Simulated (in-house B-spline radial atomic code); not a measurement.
Atomic self-consistent-field run: Eu IV (Eu3+) (an excited or competing configuration). Method: scalar-relativistic (X2C) r2SCAN0, spin-polarised, spherical fractional occupations, exact exchange averaged over the configuration, Fermi nucleus of rms radius 5.1115 fm. Calculated with a B-spline radial code for spherical atoms.

Command:
```bash
python run_scf.py task.json out
```
Settings (nuclear radius in fm, mass in u):
```
Z                63
configuration    [Kr] 4d9 4f6 5s2 5p6 6d1
hamiltonian      x2c
method           r2scan0
spin_polarised   True
nucleus          fermi
rms_radius       5.1115
atomic_mass      152.92124
speed_of_light   137.035999084
exact_exchange   averaged over the configuration
```

Output (hartree, bohr):
```
 radial grid: 78 intervals, B-splines of order 8, outer radius 51.8919 bohr

 iter        energy (Eh)    residual
    1      -10836.199868    1.52e-01
    2      -10836.214538    3.18e-03
    3      -10836.214612    1.34e-03
    4      -10836.214621    7.20e-04
    5      -10836.214624    6.77e-05
    6      -10836.214625    2.05e-05
    7      -10836.214625    2.99e-06
    8      -10836.214625    3.55e-07

 total energy                    -10836.21462
 kinetic                           11787.2142
 electron-nucleus                 -26499.7113
 Hartree                            4119.8714
 exact exchange                      -59.7143
 exchange-correlation               -183.8746

 orbital      occ     eigenvalue          <r>       <r^2>       <1/r>       r_max
 1s up      1.000     -1781.4843    0.0216139 0.000646159     75.1646     0.01336
 1s down    1.000     -1781.4837    0.0216139 0.000646157     75.1646     0.01336
 2s up      1.000      -295.8285    0.0944126   0.0105896     17.3464     0.08038
 2s down    1.000      -295.7946    0.0944067   0.0105882     17.3476     0.08038
 2p up      3.000      -264.0669    0.0834906  0.00852677     15.3641      0.0647
 2p down    3.000      -264.0380    0.0834834  0.00852517     15.3652     0.06469
 3s up      1.000       -67.2971     0.248756   0.0708687     6.23211      0.2287
 3s down    1.000       -67.1675      0.24845   0.0706813     6.24047      0.2286
 3p up      3.000       -57.2839     0.247272   0.0709912     5.67613      0.2242
 3p down    3.000       -57.1465     0.246876   0.0707462     5.68475       0.224
 3d up      5.000       -43.6839     0.225999   0.0600759     5.32896      0.1839
 3d down    5.000       -43.5457     0.225577   0.0598204     5.33635      0.1838
 4s up      1.000       -15.2487      0.56412    0.358973     2.57273      0.5271
 4s down    1.000       -14.8638     0.564093     0.35895     2.57119      0.5267
 4p up      3.000       -11.8950     0.595347    0.402789      2.3307      0.5491
 4p down    3.000       -11.4928     0.595764     0.40345     2.32733      0.5486
 4d up      5.000        -7.1362     0.646011    0.483026     2.04824      0.5713
 4d down    4.000        -6.7272     0.648482    0.487444      2.0411       0.571
 4f up      6.000        -1.9718     0.798501    0.790761     1.57644      0.5745
 5s up      1.000        -3.2554      1.31091     1.92309     1.02431       1.198
 5s down    1.000        -3.1205      1.34154     2.01374       0.993       1.217
 5p up      3.000        -2.3355      1.47843     2.45617    0.887393       1.332
 5p down    3.000        -2.2374      1.51709     2.58476    0.858094       1.358
 6d up      1.000        -0.5191      4.73783     24.9021    0.269486        4.51
```

Time taken, with all properties: 0.82 s on 1 thread of Arm Neoverse N1, on a shared host.

One-electron X2C: radii and densities carry no picture-change correction, so inner-shell <1/r> comes out high (for 1s by about 2 % at Z = 33, 5 % at 54, 10 % at 75, 30 % at 118) and <r> low.
